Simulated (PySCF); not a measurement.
Estimate the missing entries of this data sheet.

Species: CH10NSi3 (doublet state).
Z-matrix (Å and degrees, GFN2-xTB geometry), rows numbered from 1:
```
N 
Si  1  1.6382
Si  2  2.4074  1  101.45
C   3  1.8889  2  108.68  1    38.69
Si  4  1.9057  3  115.73  2    66.68
H   1  1.0079  2  123.50  3    92.75
H   2  1.4642  1  111.09  3   107.77
H   2  1.4737  1  128.40  3  -114.85
H   3  1.4662  2  108.38  1   160.67
H   3  1.4679  2  108.24  1   -83.13
H   4  1.0907  3  108.70  2  -170.41
H   4  1.0895  3  108.32  2   -54.94
H   5  1.4579  4  110.49  3   -62.05
H   5  1.4686  4  108.49  3    59.03
H   5  1.4672  4  108.68  3   176.63
```

| property | level | value |
| --- | --- | --- |
| point group of the GFN2-xTB geometry | GFN2-xTB | ? |
| rotational constants A, B, C of the GFN2-xTB geometry | GFN2-xTB | ? |
| isotropic g value | unrestricted B3LYP/pcH-1, mean-field spin–orbit | 2.00528 |
| spin squared ⟨S²⟩ | unrestricted B3LYP/pcH-1 | ? |
| largest isotropic hyperfine couplings (means over sets of like nuclei) | unrestricted B3LYP/pcH-1, mean-field spin–orbit | 29Si -141.4 (Si3), 29Si +60.5 (Si2), 1H +49.6 (H7/H8), 1H -47.1 (H6), 14N +23.8 (N1) MHz |

Gas-phase values; electronic properties from PySCF, density fitting. Isolated species at its GFN2-xTB geometry (one conformer only). Hyperfine couplings depend on the geometry, which wasn't re-optimised at a DFT level. Couplings of like nuclei are plain means over topologically equivalent atoms, as if these changed places fast (by rotation of a methyl-like group, say); in this geometry the members of some sets differ.

(1) The spin squared ⟨S²⟩?

(2) What is the point group of the GFN2-xTB geometry?

(3) What are the rotational constants A, B, C of the GFN2-xTB geometry?

## Answers

(1) 0.757.

(2) C1.

(3) 3.266, 1.295, 1.099 GHz.

g_iso is shifted by about +2960 ppm from the free-electron value 2.002319. ⟨S²⟩ is 0.007 above the pure-spin value S(S + 1) = 0.75. With B = h/(8π²I), that is 505.379 GHz u Å² over I, the principal moments of inertia are 154.7, 390.3 and 459.7 u Å² (most abundant isotopes). The rotational constants make it an asymmetric top with κ = (2B − A − C)/(A − C) = -0.82, nearer the prolate limit (−1). At 9.50 GHz, hν = g·μB·B₀ (B₀ the magnetic field) puts the centre of the isotropic spectrum, to first order, at 338.5 mT.
